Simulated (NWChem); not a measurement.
Molecule: MgH$_{2}$SO; SMILES [Mg]([SH])[OH]

```xyz
5

Mg     0.0043    -0.5907    -0.1027
O     -0.1930    -2.3747    -0.1851
H     -0.0577    -3.0588     0.4775
S      0.2493     1.7023    -0.0899
H     -1.0313     1.9129     0.2983
```
Atoms are numbered in this order, from 1.

Results from NWChem. Pople sets run with spherical d functions. Geometry: optimised at B3LYP/6-31G* (spherical d). B3LYP is NWChem's, with the RPA form of VWN correlation. Core excitations by TDA in a window of 1s orbitals, non-relativistic and unshifted: absolute energies depend strongly on the exact-exchange share.

| level | first 1s excitation (eV) | dipole oscillator strength of the first | first state with f > 0.002 (eV) | dipole oscillator strength of that state |
|---|---|---|---|---|
| O K edge, B3LYP/6-311G** | ? | ? | ? | ? |
| O K edge, PBE/6-311G** | 506.6 | 0.0034 | 506.6 | 0.0034 |
| S K edge, B3LYP/6-311G** | 2414.0 | 0.0016 | 2415.9 | 0.0021 |
| S K edge, PBE/def2-TZVP | 2393.1 | 0.0010 | 2395.3 | 0.0023 |

What belongs in the gaps?


- O K edge, B3LYP/6-311G**, first 1s excitation (eV): 515.9
- O K edge, B3LYP/6-311G**, dipole oscillator strength of the first: 0.0046
- O K edge, B3LYP/6-311G**, first state with f > 0.002 (eV): 515.9
- O K edge, B3LYP/6-311G**, dipole oscillator strength of that state: 0.0046
